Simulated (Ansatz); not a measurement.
A structure relaxed at PBE0-D4/def2-TZVP, charge 0, multiplicity 1:

```xyz
11

C    -0.944   -3.078   -0.293
C    -0.163   -2.160   -0.341
Ge    0.993   -0.645   -0.410
Ga   -0.395    1.360   -0.353
N    -0.098    2.506    1.021
H    -1.624   -3.897   -0.253
H     1.826   -0.778   -1.698
H     1.955   -0.760    0.787
H    -1.512    1.747   -1.376
H     0.581    2.351    1.747
H    -0.619    3.354    1.169
```

Give its formula and SMILES.

C2H6GaGeN, `C#[C][GeH2][GaH][NH2]`.

Summarise the bond lengths by kind.

1 × C–C 1.206 Å; 1 × C–H 1.066 Å; 1 × C–Ge 1.907 Å; 1 × Ga–Ge 2.439 Å; 2 × Ge–H 1.540 Å; 1 × Ga–N 1.814 Å; 1 × Ga–H 1.563 Å; 2 × H–N 1.006 Å.

Computed with Ansatz.
